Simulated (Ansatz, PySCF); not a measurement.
Molecule: dichloro(methoxy)borane, CH3BCl2O, charge 0, multiplicity 1. 
Geometry from a B3LYP-D3(BJ)/def2-TZVP (Ansatz, a first-principles code) optimisation:
```
O
B 1 1.3331
C 1 1.4311 2 124.30
H 3 1.0869 1 106.74 2 -180.00
H 3 1.0897 4 109.93 1 -119.80
H 3 1.0897 4 109.93 5 -120.41
Cl 2 1.7603 1 118.47 3 180.00
Cl 2 1.7721 1 122.36 3 0.00
```

PBE beside other levels, property by property. Cores are frozen in the correlated levels unless marked. UHF or UKS for open shells. Spin-orbit coupling is left out. No relativistic terms. Basis-set limits of correlation are two-point, X^-3; Hartree-Fock from the larger set. The bracket is a focal-point correction in the basis named. Rows marked 298 K are enthalpies with B3LYP-D3(BJ) harmonic zero-point and thermal terms. Atomisation energies are electronic, to ground-state atoms; the column to compare with has the core term from cc-pwCVTZ added, other frozen-core levels have none. Frequencies are from Ansatz or PySCF. The coupled-cluster column (Ansatz) is a level with limits of its own: (a) RI-MP2/CBS(aug-cc-pV(T+d)Z,aug-cc-pV(Q+d)Z)+[CCSD(T)-MP2]/aug-cc-pV(T+d)Z; (b) RI-MP2/CBS(cc-pV(T+d)Z,cc-pV(Q+d)Z)+[CCSD(T)-MP2]/cc-pV(T+d)Z.

```
property                                                                       r2SCAN/def2-TZVPD (Ansatz)  CAM-B3LYP/def2-TZVPD (Ansatz)  wB97M-V/def2-TZVPD (Ansatz)  coupled cluster
-----------------------------------------------------------------------------  --------------------------  -----------------------------  ---------------------------  ---------------
C-O bond dissociation enthalpy, 298 K, to [O]B(Cl)Cl + [CH3] (CH3) (kcal/mol)                        81.1                           86.9                         91.2         92.5 (a)
B-Cl bond dissociation enthalpy, 298 K, to CO[B]Cl + Cl atom (kcal/mol)                             117.5                          116.2                        123.4        121.8 (b)
proton affinity at O, enthalpy at 298 K, to C[OH+]B(Cl)Cl (kcal/mol)                                172.1                          170.3                        169.9        172.6 (b)
B-O bond dissociation enthalpy, 298 K, to Cl[B]Cl + C[O] (kcal/mol)                                 125.8                          130.6                        136.0        137.7 (b)
C-H bond dissociation enthalpy, 298 K, to [CH2]OB(Cl)Cl + H atom (kcal/mol)                          92.8                           96.5                         98.2        100.1 (b)
atomisation energy (kcal/mol)                                                                       751.3                          741.8                        749.1        747.5 (a)
```

Question: What does PBE/def2-TZVPD (Ansatz) give for each property, and on which side of coupled cluster does it fall?

Answer: 
- C-O bond dissociation enthalpy, 298 K, to [O]B(Cl)Cl + [CH3] (CH3): PBE lies 7.5 kcal/mol below coupled cluster; PBE gives 85.0 kcal/mol.
- B-Cl bond dissociation enthalpy, 298 K, to CO[B]Cl + Cl atom: PBE lies 3.1 kcal/mol below coupled cluster; PBE gives 118.7 kcal/mol.
- proton affinity at O, enthalpy at 298 K, to C[OH+]B(Cl)Cl: PBE lies 1.4 kcal/mol below coupled cluster; PBE gives 171.2 kcal/mol.
- B-O bond dissociation enthalpy, 298 K, to Cl[B]Cl + C[O]: PBE lies 11.0 kcal/mol below coupled cluster; PBE gives 126.7 kcal/mol.
- C-H bond dissociation enthalpy, 298 K, to [CH2]OB(Cl)Cl + H atom: PBE lies 6.9 kcal/mol below coupled cluster; PBE gives 93.2 kcal/mol.
- atomisation energy: PBE lies 13.7 kcal/mol above coupled cluster; PBE gives 761.2 kcal/mol.
